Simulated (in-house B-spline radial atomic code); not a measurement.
Computed with a B-spline radial atomic code. Model: two electrons, singlet ground state, non-relativistic, full CI in B-splines with partial waves to l = 8 (at full coupling up to 3e-4 hartree above the limit, correlation up to 0.6 % small), density held at that of full coupling by Lieb maximisation.

W(λ) is the mean repulsion in the state of coupling λ less the Hartree energy of the fixed density. Its start is exact exchange, its initial slope is twice the second-order Görling-Levy correlation energy, and its area from 0 to 1 is E_xc. A straight curve means weak, dynamic correlation, and a curve that drops fast and flattens means strong correlation.

Command:
```bash
python run_ac.py task.json out
```
Settings (lengths in bohr, energies in hartree):
```
potential              gauss
strength               25.7
lmax                   8
second                 4.1
```

Cost of the run: 15 s on 1 thread of Intel(R) Xeon(R) Processor @ 2.30GHz (shared host).

**W = mean repulsion less Hartree energy, and W of three functionals.**

Given: confinement Gaussian well; well depth 25.7 hartree; well width 4.1 bohr; external potential -V exp(-r^2/w^2).

Computed: LDA exchange minus exact 141.99 millihartree; SCAN exchange minus exact 3.1192 millihartree.

| coupling | W xc (hartree) | W xc minus exchange (millihartree) | kinetic minus Kohn-Sham (millihartree) | LDA (PW92) W minus its exchange (millihartree) | PBE W minus its exchange (millihartree) | SCAN W minus its exchange (millihartree) |
| --- | --- | --- | --- | --- | --- | --- |
| 0 | -0.9797 | 0 | 0 | 0 | 0 | 0 |
| 0.02 | -0.98168 | -1.983 | 0.02 | -11.93 | -3.25 | -1.9 |
| 0.05 | -0.98462 | -4.921 | 0.12 | -24.38 | -7.92 | -4.68 |
| 0.12 | ? | ? | ? | ? | ? | ? |
| 0.25 | -1.0032 | -23.469 | 2.88 | -77.47 | -35.02 | -21.89 |
| 0.4 | ? | ? | ? | ? | ? | ? |
| 0.6 | -1.0317 | -52.023 | 14.88 | -135.19 | -72.53 | -48.16 |
| 0.8 | -1.0461 | -66.412 | 24.92 | -160.05 | -90.42 | -61.47 |
| 1 | -1.0593 | -79.589 | 36.77 | -181.42 | -106.46 | -73.76 |
| 1.4 | -1.0825 | -102.82 | 64.52 | -216.98 | -134.31 | -95.78 |
| 2 | -1.1111 | -131.42 | 112.81 | -258.54 | -168.37 | -123.69 |
| 3 | -1.147 | -167.31 | 201.51 | -309.34 | -211.76 | -160.32 |
| 4.5 | -1.1839 | -204.16 | 337.79 | -361.93 | -258.23 | -200.07 |
| 7 | -1.222 | -242.29 | 552.83 | -418.68 | -309.69 | -243.2 |
| 10 | -1.2497 | -270.04 | 785.46 | -462.45 | -350.09 | -274.97 |

**Question.** What belongs in the row 0.12?

**Answer.** W xc (hartree): -0.99131; W xc minus exchange (millihartree): -11.616; kinetic minus Kohn-Sham (millihartree): 0.69; LDA (PW92) W minus its exchange (millihartree): -46.58; PBE W minus its exchange (millihartree): -18.09; SCAN W minus its exchange (millihartree): -10.93.

**Question.** What belongs in the row 0.4?

**Answer.** W xc (hartree): -1.016; W xc minus exchange (millihartree): -36.275; kinetic minus Kohn-Sham (millihartree): 7.03; LDA (PW92) W minus its exchange (millihartree): -105.26; PBE W minus its exchange (millihartree): -52.27; SCAN W minus its exchange (millihartree): -33.67.

**Question.** What is the PBE exchange minus exact?

**Answer.** 41.769 millihartree.

**Energy parts, natural occupations and partial-wave weights.**

Computed: total energy -45.3031 hartree; correlation energy -0.042822 hartree; kinetic part of the DFT correlation energy 0.036767 hartree; kinetic part over minus potential part 0.46196; Hartree energy 1.9594 hartree; Kohn-Sham kinetic 2.2688 hartree; Lieb Oxford ratio E_xc over LDA exchange 1.2206.

```json
{"natural": "s", "occupation of the shell (electrons)": "1.9825"}
{"natural": "p", "occupation of the shell (electrons)": "?"}
{"natural": "s", "occupation of the shell (electrons)": "0.00091457"}
{"natural": "d", "occupation of the shell (electrons)": "0.0005692"}
{"natural": "p", "occupation of the shell (electrons)": "0.00012372"}
{"natural": "f", "occupation of the shell (electrons)": "7.1062e-05"}
```

**Question.** What belongs in the row p?

**Answer.** occupation of the shell (electrons): 0.015738.

```json
{"wave": "s", "weight": "0.99172"}
{"wave": "p", "weight": "0.0079347"}
{"wave": "d", "weight": "0.00029782"}
{"wave": "f", "weight": "?"}
{"wave": "g", "weight": "8.7955e-06"}
```

**Question.** What belongs in the row f?

**Answer.** weight: 3.9212e-05.

**Question.** What is the exchange energy?

**Answer.** -0.9797 hartree.

**Question.** What is the initial slope twice GL2?

**Answer.** -0.099617 hartree.

Half-way to full coupling W has made 55 % of its drop, against 50 % for a straight line, and second-order (GL2) theory, half the initial slope, overshoots the correlation energy by about 16 %: a moderate bend, as in light atoms. Over couplings 0 to 1 the errors in E_xc come to about +72 millihartree for LDA, +25 millihartree for PBE, +6.2 millihartree for SCAN, so SCAN is nearest. In LDA and PBE the errors of exchange and correlation have opposite signs, so the sum is smaller than the larger of the two.
